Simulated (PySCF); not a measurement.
Compound: C2H10OSi2.
Bonds: O1–C2, C2–C3, C3–Si4, C3–Si5. Hydrogens: H6 on O1; H7, H8 on C2; H9 on C3; H10, H11, H12 on Si4; H13, H14, H15 on Si5.

Level of theory: PySCF 2.14.0, PBE0-D3(BJ)/def2-SVP geometry optimisation, gas phase.

Q: What internal coordinates does the optimisation give?

A: 
```tsv
bond	length (Å)	order
O1–C2	1.406	single
C2–C3	1.531	single
C3–Si4	1.899	single
C3–Si5	1.890	single
O1–H6	0.964	single
C2–H7, C2–H8	1.106	single
C3–H9	1.108	single
Si4–H10 and 5 like bonds	1.495	single
```

Bonds in one row agree within 0.01 Å and their mean is given. Orders are formal, as drawn. A selection of angles:
```tsv
angle	degrees
C2–O1–H6	108.1
O1–C2–C3	113.0
O1–C2–H7	105.5
O1–C2–H8	111.4
C3–C2–H7	109.8
H7–C2–H8	106.5
C2–C3–Si4	110.2
C2–C3–Si5	112.6
C2–C3–H9	109.8
Si4–C3–Si5	111.5
Si4–C3–H9	106.8
Si5–C3–H9	105.7
C3–Si4–H10	112.2
C3–Si4–H11	109.2
H10–Si4–H11	107.5
H10–Si4–H12	109.9
```

Dihedral angles: O1–C2–C3–Si4 43° (synclinal); H6–O1–C2–C3 63° (synclinal). The mirror-image conformer, all signs reversed, is as good.

Si4 (SiH3 silicon) is tetrahedral (angles from 107.5° to 112.2°). Of the pairs four or more bonds apart, Si4···H6 is among the closest relative to their van der Waals radii: 3.22 Å, 98 % of the sum of Bondi's values.

Point group: C1 (no symmetry element, even within 0.4 Å). No frequency check. One conformer, not necessarily the lowest (H–O1–C2–C3 63°, O1–C2–C3–Si4 43°).

Hardware: one thread of an Arm Neoverse V2, shared host. Cost: 44 s wall, 0.51 GiB resident at most. This is the geometry optimisation.
